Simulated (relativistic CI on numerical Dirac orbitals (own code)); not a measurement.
## Crystal-field levels of Ni3+, 3d7

Calculated by Dirac-Coulomb-Breit CI, separate exchange-only KLI orbitals for each configuration, model QED, one configuration in a parametric crystal field, unscaled Slater integrals (own radial code). With so little scaling, terms lie 10 to 35 % too far apart, which can change the order of excited levels.

Field parameters in Wybourne normalisation: Oh B⁴₀ = 21Dq, B⁴₄ = √(5/14) B⁴₀. The field is a parameter set, without covalency.

S is read from ⟨S²⟩ = S(S + 1).

Levels (cm⁻¹, degeneracy): 0 (2), 476 (4), 1183 (4), 1380 (2), 6465 (4), 19048 (2), 19086 (4), 19167 (4), 19512 (2), 23714 (4), 24311 (2), 24838 (4).

Question: Which field gives this pattern?
A. Oh, 10Dq = 27250 cm⁻¹
B. Oh, 10Dq = 40400 cm⁻¹
C. Oh, 10Dq = 20600 cm⁻¹
D. Oh, 10Dq = 30500 cm⁻¹

Answer: C. Oh, 10Dq = 20600 cm⁻¹, ground level with S = 1.50.
